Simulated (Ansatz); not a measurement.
Ansatz (a quantum-chemistry and plane-wave program) input (PBE0/STO-3G):

Ansatz 0.2 input:
```yaml
crystal:
  periodic: [false, false, false]
  atoms:
    - {symbol: Cd, position_ang: [0.34110285, 0.02362310, 0.39285555]}
    - {symbol: Cl, position_ang: [1.14225306, 0.37527594, -1.98908894]}
    - {symbol: Cl, position_ang: [-2.10536699, -0.44197646, 0.87984973]}
basis:
  gaussian:
    orbitals: STO-3G
hamiltonian:
  xc: {name: PBE0}
total_charge: -1
magnetization: {spin_polarized: true, initial_magnetization: 1}
```

Output:

```
Functional definition: PBE0
integrals: 0.01 GiB planned
549 factors; integrals over basis functions are off by at most 2.6e-4 eV
mean field: 0.32 GiB planned
mean field evaluation 1: about -172067.5314 eV, gradient 8.5e0 eV
mean field evaluation 2: about -172068.2209 eV, gradient 5.7e0 eV
mean field evaluation 4: about -172068.5839 eV, gradient 2.8e-1 eV
mean field evaluation 8: about -172068.5873 eV, gradient 9.0e-3 eV
mean field -172068.58734040 eV, -6323.4039524821 hartree, gradient 7.6e-5 eV, S^2 0.752571; 0 other end points of the search recorded, 0 dependent functions left out
reference -172068.58735479 eV, -6323.4039530109 hartree; 42, 41 occupied and 3, 4 virtual orbitals, 549 factors
Total energy: -172068.58735479 eV, -6323.4039530109 hartree
```

The spin state was set by rule; other spins were not relaxed.
